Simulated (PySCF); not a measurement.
CClF3.

```xyz
5

F      1.0776     0.6222     0.8118
C      0.0000     0.0000     0.3559
F      0.0000    -1.2443     0.8118
F     -1.0776     0.6222     0.8118
Cl     0.0000     0.0000    -1.4150
```

Geometry optimised at r2SCAN-D4/def2-SVP.

Level of theory: KT2/pcSseg-2 (PySCF). Non-relativistic, no solvent.

Computed absolute GIAO shielding of each atom: isotropic value and principal components (ppm):
```json
[
 {"atom": "F1", "σ(iso)": "184.1", "σ11": "125.4", "σ22": "126.5", "σ33": "300.3", "span": "174.9"},
 {"atom": "C2", "σ(iso)": "38.6", "σ11": "34.2", "σ22": "34.2", "σ33": "47.2", "span": "12.9"},
 {"atom": "F3", "σ(iso)": "184.1", "σ11": "125.4", "σ22": "126.5", "σ33": "300.3", "span": "174.9"},
 {"atom": "F4", "σ(iso)": "184.1", "σ11": "125.4", "σ22": "126.5", "σ33": "300.3", "span": "174.9"},
 {"atom": "Cl5", "σ(iso)": "573.6", "σ11": "335.8", "σ22": "335.8", "σ33": "1049.2", "span": "713.4"}
]
```
